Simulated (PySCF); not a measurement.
Dipole response of Cl²⁺ (chlorine, charge +2)

[Ne] 3s1 3p3 3d1, high-spin 6D determinant (an excited configuration). All numbers are calculated (PySCF 2.14, no relativity, point nucleus, in aug-cc-pV(Q+d)Z (7s6p5d3f2g, 89 functions)). Coupled (time-dependent) response in atomic units; α is the mean over directions.

```json
{"method": "UHF", "mean α (bohr³)": "7.273", "α xx, yy, zz": "8.133, 8.133, 5.554", "C₆ (like pair)": "25.93", "S(−4)": "30.16"}
{"method": "PBE", "mean α (bohr³)": "8.140", "α xx, yy, zz": "9.336, 9.336, 5.749", "C₆ (like pair)": "28.79", "S(−4)": "52.21"}
{"method": "PBE0", "mean α (bohr³)": "7.826", "α xx, yy, zz": "8.904, 8.904, 5.671", "C₆ (like pair)": "27.73", "S(−4)": "43.43"}
```

S(−4) is the Cauchy moment in α(ω) = α(0) + S(−4) ω² + …

α(iu) at UHF:

```tsv
u (hartree)	α(iu) (bohr³)
0	7.273
0.0500	7.199
0.100	6.997
0.200	6.374
0.300	5.683
0.500	4.435
0.750	3.232
1.00	2.387
1.50	1.407
2.00	0.9184
3.00	0.4855
5.00	0.2160
```

A single London oscillator, α(iu) = α/(1 + u²/ω²), gives C₆ = (3/4) ω α². Matching the computed C₆ needs ω = 4 × 25.93 / (3 × 7.273²) = 0.654 hartree.

For an ion, C₆ is the dispersion term alone; charge-induced terms of lower order in 1/R come first.

The components differ because the open shell of this determinant is not spherical; for a pure term their mean is the scalar polarisability.

The outer electron is Rydberg-like, and this basis confines it to a smaller radius and binds it less than a complete one would.
